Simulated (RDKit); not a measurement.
Input file for RDKit: MMFF94 on H2S (SMILES S).

```python
from rdkit import Chem
from rdkit.Chem import AllChem, rdDetermineBonds

blocks = [
'''3

S     0.16457729    0.85949222    3.76073200
H     0.65477261   -0.37475364    3.95745050
H     0.06550848    0.67279958    2.43315246
''',
]
mol = None
for b in blocks:
    f = Chem.MolFromXYZBlock(b)
    rdDetermineBonds.DetermineBonds(f, charge=0)
    mol = f if mol is None else Chem.CombineMols(mol, f)
Chem.SanitizeMol(mol)
print(Chem.MolToSmiles(Chem.RemoveHs(mol)))
ff = AllChem.MMFFGetMoleculeForceField(mol, AllChem.MMFFGetMoleculeProperties(mol), nonBondedThresh=100.0, ignoreInterfragInteractions=False)
e = ff.CalcEnergy()
print(f'MMFF94 energy {e:.6f} kcal/mol')
```

It printed:

```
S
MMFF94 energy 0.015252 kcal/mol
```

The run finished.

Cost: around 0.04 core-seconds (rough).
